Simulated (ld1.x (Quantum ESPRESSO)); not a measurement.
**phosphorus, TM: configuration errors across variants**

phosphorus (P), norm-conserving Troullier–Martins (Kleinman–Bylander form), made with ld1.x (Quantum ESPRESSO) 7.5 (LDA (PZ), scalar-relativistic). Core [He], reference 2s2 2p6 3s1 3p4. Waves: 2p (bound): rc 0.90 bohr; 3d channel at 0.4 Ry: rc 0.70 bohr; 2s (bound): rc 0.55 bohr. Local part: the s channel. Core correction: none.

Occupied shells without a wave of their own: 3p, 3s. They enter only through the test configuration that unscreens the potential.

All-electron excitation energies from the reference (eV): (1) 2s2 2p6 3s2 3p3 -8.496; (2) 2s2 2p6 3s2 3p2 1.325; (3) 2s2 2p6 3s2 3p1 20.574; (4) 2s2 2p6 3s2 3p3.3 -9.832; (5) 2s2 2p6 3s1 3p0 102.658; (6) 2s2 2p6 3s2 3p3 spin -10.006.

Spin tests fill each open shell by Hund’s rule, majority spin first.

For the base: The 3p, 3s levels have no wave, so the channel is fitted at the deeper level alone: the likely source of the large errors.

On the changes marked as counting shells twice: ld1.x takes every shell without a wave as core, so the model core holds the marked electrons as well and exchange and correlation see them twice. This cancels in the reference configuration, but the file is broken for other ones, and its errors say nothing about a proper core correction.

3 further variants failed, have other tests or too few solved ones, and are left out.

The file “all radii scaled by about 1.40 (s 0.76, p 1.26, d 0.98 bohr)” misses its own reference levels by 0.8 eV.

Errors AE − PS in meV (a dash: test not solved or not reliable):

| change | (1) | (2) | (3) | (4) | (5) | (6) | bound ghosts |
| --- | --- | --- | --- | --- | --- | --- | --- |
| base | +319 | +657 | +1180 | +252 | +2253 | +296 | none |
| core correction a·sin(br)/r model core inside 0.36 bohr (3p, 3s counted twice) | – | +498 | +579 | +243 | -443 | -219 | none |
| wave 3d channel at 0.4 Ry: rc 0.70 bohr becomes 3d channel at -0.07 Ry: rc 0.70 bohr | +319 | +657 | +1180 | +252 | +2253 | +296 | none |
| all radii scaled by about 1.40 (s 0.76, p 1.26, d 0.98 bohr) | +1259 | +2436 | +4260 | +1028 | +7819 | +1176 | none |

Problem. Give the same row for: wave 2s (bound): rc 0.55 bohr becomes 2s (bound): rc 0.44 bohr.

Solution. +256, +613, +1169, +185, +2450, +230; bound ghosts: none.
